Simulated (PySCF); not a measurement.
## Two-component Hartree-Fock for Cu (copper, neutral)

Start: [Ar] 3d9 4s2; 3d3/2 filled at m_j = -3/2, -1/2, +1/2, +3/2; 3d5/2 filled at m_j = -3/2, -1/2, +1/2, +3/2, +5/2. Calculated with PySCF 2.14 in x2c-TZVPall-2c (6s7p4d1f, 54 functions): generalised Hartree-Fock with the X2C-1e Hamiltonian and a Gaussian nucleus; one run each with spin-orbit coupling (SO) switched off, then screened by Boettger's factors. This is a chosen level, not necessarily the ground level.

| spinor shell | electrons | ε, spin-free (eV) | ε, screened SO (eV) | weight of nominal j (screened SO) | rms radius, screened SO (bohr) |
| --- | --- | --- | --- | --- | --- |
| 1s1/2 | 2 | -9053.8 | -9053.7 | 1.000 | 0.0601 |
| 2s1/2 | 2 | -1140.7 | -1140.6 | 1.000 | 0.254 |
| 2p1/2 | 2 | -981.07 | -995.42 | 0.999 | 0.226 |
| 2p3/2 | 4 | -981.07 | -974.06 | 1.000 | 0.229 |
| 3s1/2 | 2 | -147.00 | -146.99 | 1.000 | 0.762 |
| 3p1/2 | 2 | -97.743 | -100.77 | 0.947 | 0.804 |
| 3p3/2 | 4 | -97.743 | -96.243 | 0.974 | 0.815 |
| 3d3/2 | 4 | -19.742 | -20.393 | 0.814 | 1.05 |
| 3d5/2 | 5 | -19.742 | -19.228 | 0.851 | 1.07 |
| 4s1/2 | 2 | -7.900 | -7.900 | 1.000 | 3.16 |

| quantity | spin-free | screened SO |
| --- | --- | --- |
| E (hartree) | -1653.11358 | -1653.15837 |
| M_J | 5/2 | 5/2 |
| ⟨J²⟩ | 8.757 | 8.757 |
| ⟨L²⟩ | 6.006 | 6.008 |
| ⟨S²⟩ | 0.752 | 0.753 |

Each row is a mean over spinors that exchange with the open shell spreads, by up to 7.372 eV (3p3/2).

Rows whose weight is well below 1 are mixtures of j = l ± 1/2: exchange outweighs spin-orbit coupling there, and the label is only the starting occupation.

Without spin-orbit coupling the j labels of p, d and f shells carry no meaning; the spin-free column gives the mean over the occupied spinors of each nl shell.
